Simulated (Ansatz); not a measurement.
CoO (SMILES [O]=[Co]), quartet, at a GFN2-xTB geometry (such geometries of metal compounds can be far from the true shape); PBE/6-31G** (Ansatz, an electronic-structure program).

Here is a job for Ansatz.
Ansatz 0.2 input:
```yaml
crystal:
  periodic: [false, false, false]
  atoms:
    - {symbol: Co, position_ang: [-0.00000000, -0.00000000, -0.35224532]}
    - {symbol: O, position_ang: [0.00000000, 0.00000000, 1.18882794]}
basis:
  gaussian:
    orbitals: 6-31G__.json
hamiltonian:
  xc: pbe
magnetization: {spin_polarized: true, initial_magnetization: 3}
```
The basis file holds 6-31G** in the JSON format of the Basis Set Exchange.

### Question
Predict the main parts of the log of this Ansatz run.

### Answer

```
Functional definition: PBE
511 factors; their error is unknown
mean field evaluation 1: about -39648.1054 eV, gradient 4.9e1 eV
mean field evaluation 2: about -39494.3485 eV, gradient 1.4e2 eV
mean field evaluation 4: about -39655.4734 eV, gradient 2.4e1 eV
mean field evaluation 8: about -39658.2220 eV, gradient 1.1e1 eV
mean field evaluation 16: about -39658.4892 eV, gradient 1.9e-3 eV
mean field evaluation 32: about -39655.2437 eV, gradient 3.0e1 eV
mean field evaluation 64: about -39657.6186 eV, gradient 1.5e0 eV
mean field evaluation 96: about -39657.8080 eV, gradient 5.6e0 eV
mean field evaluation 128: about -39657.6121 eV, gradient 8.7e-3 eV
mean field -39658.48916202 eV, -1457.4225952146 hartree, gradient 3.3e-6 eV, S^2 3.796183; 14 other end points of the search recorded, 0 dependent functions left out
reference -39658.48919886 eV, -1457.4225965686 hartree; 19, 16 occupied and 32, 35 virtual orbitals, 511 factors
Total energy: -39658.48919886 eV, -1457.4225965686 hartree
```
